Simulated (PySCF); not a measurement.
Dipole response of Ta²⁺ (tantalum, charge +2)

[Xe] 4f14 5d2 6s1, high-spin 4F determinant (an excited configuration). Calculation: PySCF 2.14, in ANO-RCC-VTZP; the spin-free X2C one-electron Hamiltonian (Gaussian nucleus). Coupled (time-dependent) response in atomic units; α is the mean over directions. The basis has no added diffuse functions, which lowers α and C₆.

```json
{"method": "PBE", "mean α (bohr³)": "24.14", "C₆ (like pair)": "156.0", "S(−4)": "307.4"}
```

S(−4) is the Cauchy moment in α(ω) = α(0) + S(−4) ω² + …

Spin-orbit coupling is absent.

α(iu) at PBE:

| u (hartree) | α(iu) (bohr³) |
| --- | --- |
| 0 | 24.14 |
| 0.0500 | 23.40 |
| 0.100 | 21.48 |
| 0.200 | 16.54 |
| 0.300 | 12.51 |
| 0.500 | 8.033 |
| 0.750 | 5.572 |
| 1.00 | 4.293 |
| 1.50 | 2.892 |
| 2.00 | 2.112 |
| 3.00 | 1.288 |
| 5.00 | 0.6463 |

For an ion, C₆ is the dispersion term alone; charge-induced terms of lower order in 1/R come first.

Spin-orbit coupling, absent here, splits the open shell strongly.
